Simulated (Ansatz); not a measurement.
`BN(C)CC`. Total charge 0; spin multiplicity 1. All single points use the PBE0-D4/def2-TZVP geometry. It is one conformer, not always the lowest.

```xyz
15

B     0.716    0.849    1.217
N    -0.170    0.006    0.565
C    -1.249   -0.660    1.263
C    -0.165   -0.328   -0.850
C     0.930    0.310   -1.670
H     1.599    1.389    0.622
H     0.570    1.017    2.394
H    -1.157   -1.749    1.174
H    -1.230   -0.391    2.317
H    -2.221   -0.375    0.843
H    -1.143   -0.053   -1.269
H    -0.100   -1.421   -0.941
H     0.833   -0.015   -2.708
H     1.920    0.023   -1.313
H     0.868    1.399   -1.646
```

(1) What is the dipole moment at r2SCAN/def2-TZVPP? (Best estimate.)

(2) And with PBE, B3LYP, ωB97M-V? (An estimate is asked.)

(3) Give the Mulliken charges with r2SCAN, B3LYP, PBE in def2-TZVPP. (Estimate.)

Results:

(1) Ansatz gave: 2.04 D, with components (-1.20, -1.20, -1.13) D in this frame, pointing from negative to positive charge.

(2) Ansatz gave: PBE 2.11 D, B3LYP 1.98 D, ωB97M-V 1.97 D.

(3) Ansatz gave: 
```json
{"atom": "B1", "r2SCAN": "-0.12", "B3LYP": "-0.17", "PBE": "-0.19"}
{"atom": "N2", "r2SCAN": "-0.07", "B3LYP": "-0.09", "PBE": "0.00"}
{"atom": "C3", "r2SCAN": "-0.05", "B3LYP": "-0.17", "PBE": "-0.17"}
{"atom": "C4", "r2SCAN": "0.05", "B3LYP": "-0.02", "PBE": "-0.05"}
{"atom": "C5", "r2SCAN": "-0.14", "B3LYP": "-0.25", "PBE": "-0.25"}
{"atom": "H6", "r2SCAN": "-0.02", "B3LYP": "0.01", "PBE": "0.00"}
{"atom": "H7", "r2SCAN": "-0.03", "B3LYP": "0.00", "PBE": "-0.01"}
{"atom": "H8", "r2SCAN": "0.05", "B3LYP": "0.09", "PBE": "0.09"}
{"atom": "H9", "r2SCAN": "0.06", "B3LYP": "0.10", "PBE": "0.09"}
{"atom": "H10", "r2SCAN": "0.05", "B3LYP": "0.09", "PBE": "0.09"}
{"atom": "H11", "r2SCAN": "0.03", "B3LYP": "0.07", "PBE": "0.07"}
{"atom": "H12", "r2SCAN": "0.03", "B3LYP": "0.07", "PBE": "0.07"}
{"atom": "H13", "r2SCAN": "0.04", "B3LYP": "0.08", "PBE": "0.08"}
{"atom": "H14", "r2SCAN": "0.05", "B3LYP": "0.09", "PBE": "0.09"}
{"atom": "H15", "r2SCAN": "0.05", "B3LYP": "0.09", "PBE": "0.09"}
```

B3LYP here is the variant with VWN-RPA as its local correlation; programs differ in this.
